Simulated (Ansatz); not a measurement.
Basis-set series for CH5FSeSi2 (`F[Si@H]1C[Si@@H]1[SeH]`). The species carries charge 0 and has multiplicity 1. All single points use the PBE0-D4/def2-TZVP geometry. It is one conformer, not always the lowest.

| functional | basis | functions | energy (Eh) | HOMO (eV) | LUMO (eV) |
| --- | --- | --- | --- | --- | --- |
| PBE0-D4 | def2-SVP | 121 | -3120.29378 | -6.60 | -0.92 |
| PBE0-D4 | def2-TZVPP | 264 | -3120.96976 | -6.65 | -1.09 |
| ωB97M-V | def2-SVP | 121 | -3120.72609 | -8.58 | 1.04 |
| ωB97M-V | def2-TZVPP | 264 | -3121.40573 | -8.65 | 0.77 |

**Question.** Give the rows for def2-QZVPP. (Best estimate.)

**Answer.** Computed: 
```csv
functional,basis,functions,energy (Eh),HOMO (eV),LUMO (eV)
PBE0-D4,def2-QZVPP,493,-3121.04761,-6.66,-1.14
ωB97M-V,def2-QZVPP,493,-3121.48023,-8.66,0.62
```

Positive LUMOs are unbound and depend on the basis. Scalar relativity is left out up to krypton.
